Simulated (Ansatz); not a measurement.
AlF₄, that is [AlF4]- with one electron fewer, relaxed as a doublet with UKS r2SCAN-D4/def2-SVPD in Ansatz, starting from the r2SCAN-D4/def2-SVPD geometry of the charge -1 singlet. Force threshold 0.02 eV/Å.

Start:

Cartesian coordinates in Å:
```
Al 0.0000 0.0000 0.0000
F 1.4512 0.7514 -0.5119
F -0.1011 -1.5684 -0.6800
F -1.3395 0.9336 -0.5166
F -0.0107 -0.1165 1.7085
```

Question: Estimate the energy that the relaxation releases and the steps that it takes.

Answer: 0.5 kcal/mol, in 5 steps; 10 s on 4 threads of Arm Neoverse V2 on a shared host. No frequencies were taken in this run, so the end may be a saddle point.

Question: Does the start keep its bonding and symmetry?

Answer: By distances, no bond broke or formed. The bond that changes most is Al1–F2, from 1.71 to 1.71 Å (atoms count from 1). Point group Td at the start, D2d at the end, both within 0.05 Å.

Question: Predict the relaxed structure.

Answer: 
Cartesian coordinates in Å:
```
Al 0.0000 0.0000 0.0000
F 1.4190 0.7414 -0.6009
F -0.0200 -1.5880 -0.6341
F -1.3032 1.0049 -0.4650
F -0.0958 -0.1583 1.7000
```
Bond lengths: 4 × Al–F 1.71 Å.
